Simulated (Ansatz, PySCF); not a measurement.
Lewis adduct: AlH3 (SMILES [AlH3]) (first 4 atoms) with AsH3 (SMILES [AsH3]); geometry from B3LYP-D3(BJ)/def2-TZVP, rigid monomers moved along the line of their centres of mass till Al1···As5 is 3.07 Å.
(charge 0, multiplicity 1):
| atom | x (Å) | y (Å) | z (Å) |
|---|---|---|---|
| Al | 0.2822 | 0.6255 | 0.5610 |
| H | -0.5405 | -0.2926 | -0.4415 |
| H | -0.2475 | 2.0913 | 0.8698 |
| H | 1.8116 | 0.2894 | 0.8303 |
| As | -0.7919 | -0.6569 | 3.1343 |
| H | -0.3268 | -0.1569 | 4.4822 |
| H | -0.5728 | -2.1284 | 3.3984 |
| H | -2.2732 | -0.6353 | 3.4314 |

Counterpoise-corrected where a basis set is named; no monomer relaxation.

Correlated levels freeze the cores. Filled d and f shells under p-block atoms count as core. CBS: X⁻³ extrapolation of the correlation energy, Hartree–Fock from the larger set.

The values were computed with Ansatz (Gaussian orbitals); PySCF for the dispersion terms. 

PBE/def2-TZVPPD gives -51.6 kJ/mol for the interaction energy.

Question: Predict the shift from PBE, with its sign, for: PBE-D3(BJ)/def2-TZVPPD, r2SCAN/def2-TZVPPD, PBE0/def2-TZVPPD, wB97M-V/def2-TZVPPD, MP2/CBS(def2-SVPD, def2-TZVPPD), CCSD(T)/CBS(def2-SVPD, def2-TZVPPD).

Answer: PBE-D3(BJ)/def2-TZVPPD -5.1; r2SCAN/def2-TZVPPD -2.1; PBE0/def2-TZVPPD -0.9; wB97M-V/def2-TZVPPD -0.3; MP2/CBS(def2-SVPD, def2-TZVPPD) 0.6; CCSD(T)/CBS(def2-SVPD, def2-TZVPPD) 1.1 kJ/mol. 2 of 6 lie above PBE; the widest gap is to PBE-D3(BJ)/def2-TZVPPD.

Ansatz is a first-principles code.
